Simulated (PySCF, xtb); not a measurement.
Sn(H)(Cl)2(Et) (C₂H₆Cl₂Sn), SMILES [SnH]([Cl])([CH2]C)[Cl].

GFN2-xTB in xtb at its own geometry gives an orbital gap of 3.50 eV and a dipole moment of 4.39 D.

Geometry optimised at B3LYP-D3(BJ)/def2-SVP. The structure was generated by enumeration; whether it is a known compound was not checked. The def2 effective core potentials stand for the cores of Sn; spin–orbit coupling is left out. The values are those of a single conformer.

Question: What does B3LYP/def2-TZVP (PySCF) give? (The exact figures need the calculation; the answer reports its results.)

Answer: gap 6.46 eV (levels -8.11 and -1.65 eV), dipole 3.69 D.
